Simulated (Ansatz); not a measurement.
Start from `[SH][SnH3]` and change one element to get CH₃SH.

Ansatz, PBE0-D4/def2-TZVP geometries, multiplicity 1. 

Elements past krypton have def2 core potentials.

```json
{"property": "size of the dipole moment (ωB97M-V/def2-TZVPP) / D", "`[SH][SnH3]`": "1.51"}
{"property": "HOMO energy (PBE0/def2-TZVPP) / eV", "`[SH][SnH3]`": "-7.27"}
{"property": "LUMO energy (ωB97M-V/def2-TZVPP) / eV", "`[SH][SnH3]`": "0.99"}
{"property": "LUMO energy (PBE0/def2-TZVPP) / eV", "`[SH][SnH3]`": "-0.59"}
{"property": "zero-point energy (PBE0-D4/def2-TZVP) / kJ/mol", "`[SH][SnH3]`": "76.5"}
{"property": "HOMO energy (ωB97M-V/def2-TZVPP) / eV", "`[SH][SnH3]`": "-9.45"}
```

Give the same properties after the change, and the shifts. (An estimate is asked.)

The calculation gave: 
```csv
property,CH₃SH,shift
size of the dipole moment (ωB97M-V/def2-TZVPP) / D,1.51,0.00
HOMO energy (PBE0/def2-TZVPP) / eV,-6.77,0.50
LUMO energy (ωB97M-V/def2-TZVPP) / eV,2.25,1.26
LUMO energy (PBE0/def2-TZVPP) / eV,0.52,1.11
zero-point energy (PBE0-D4/def2-TZVP) / kJ/mol,121.1,44.6
HOMO energy (ωB97M-V/def2-TZVPP) / eV,-9.02,0.43
```

With PBE0 the HOMO rises by 0.50 eV and the LUMO rises by 1.11 eV, so the gap widens by about 0.61 eV. PBE moves the HOMO by 0.53 eV and ωB97M-V by 0.43 eV. Dipoles are sizes alone; their direction can turn.
